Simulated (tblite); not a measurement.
Species: C3H8O2SSi.
Z-matrix (Å and degrees, GFN2-xTB geometry), rows numbered from 1:
```
S 
C   1  1.8296
C   2  1.5272  1  111.21
O   3  1.3970  2  113.55  1    69.98
Si  4  1.6336  3  122.30  2    39.07
O   5  1.6335  4  107.60  3   -20.13
C   6  1.3970  5  122.28  4    20.15
H   1  1.3300  2   96.15  3   -62.83
H   2  1.0918  1  104.20  3  -117.28
H   3  1.0992  2  108.44  1  -168.12
H   3  1.0955  2  109.67  1   -49.83
H   5  1.4592  4  109.18  3    98.34
H   5  1.4499  4  106.34  3  -133.62
H   7  1.0955  2  109.70  1    49.84
H   7  1.0991  2  108.42  1   168.17
```

Level: GFN2-xTB in tblite, geometry and Hessian alike; calculated harmonic values, unscaled, isolated species. This tight-binding method is rough: wavenumbers can miss measured ones by several per cent, in bad cases by 10 to 20. Modes of hydrogen on silicon and sulfur can be 10 to 20 % off. One conformer, not necessarily the lowest.

Harmonic wavenumbers (cm⁻¹): 91.0, 94.6, 157.2, 179.4, 273.8, 312.5, 381.3, 429.5, 543.7, 605.4, 631.1, 702.5, 713.6, 743.4, 803.6, 809.7, 884.6, 912.5, 928.5, 1028.1, 1047.6, 1131.0, 1157.3, 1212.2, 1217.0, 1248.6, 1257.0, 1325.4, 1337.6, 1469.0, 1477.5, 2292.3, 2380.9, 2447.5, 2876.4, 2881.4, 2940.7, 2941.1, 2979.4.

A = 2915, B = 1495, C = 1336 MHz; mass 136.001 u (most abundant isotopes); point group Cs, symmetry number 1.

Problem. Zero-point energy?

Solution. ½Σν̃ = 23423 cm⁻¹ = 280.20 kJ/mol.

Problem. What is S at 350 K and 1 bar for an ideal gas of classical rigid rotors and harmonic oscillators?

Solution. Translation 173.46, rotation 120.84, vibration 103.62: S = 397.9 J/(mol K).

Problem. And Cp and H(350 K) − H(0)?

Solution. Cp = 154.61 J/(mol K), of which vibrations give 121.35 (their classical limit is 39 R = 324.3); H(350 K) − H(0) = 31.91 kJ/mol without the zero-point energy, 20.27 from vibrations.

Problem. Which modes carry the vibrational entropy at 350 K?

Solution. 91.0 cm⁻¹: 16.54; 94.6 cm⁻¹: 16.22; 157.2 cm⁻¹: 12.09; 179.4 cm⁻¹: 11.03; 273.8 cm⁻¹: 7.76; 312.5 cm⁻¹: 6.78 J/(mol K); the other 33 give 33.21 together.

Problem. How do the functions run with temperature in this model?

Solution. 
```tsv
T (K)	S (J/(mol K))	Cp (J/(mol K))	H − H(0) (kJ/mol)	G − H(0) (kJ/mol)	ln q(vib)
150	302.3	81.5	8.31	-37.04	1.69
250	352.3	118.0	18.25	-69.83	3.54
298.15	374.6	136.0	24.37	-87.33	4.47
400	419.7	171.1	40.06	-127.80	6.50
600	499.5	222.4	79.77	-219.91	10.53
900	599.4	269.4	154.18	-385.27	16.31
```

q(vib) and H(0) count from the zero-point level.

Hindered rotation and anharmonicity are outside this model. Other conformers, if any are populated, would add a mixing term that is left out.
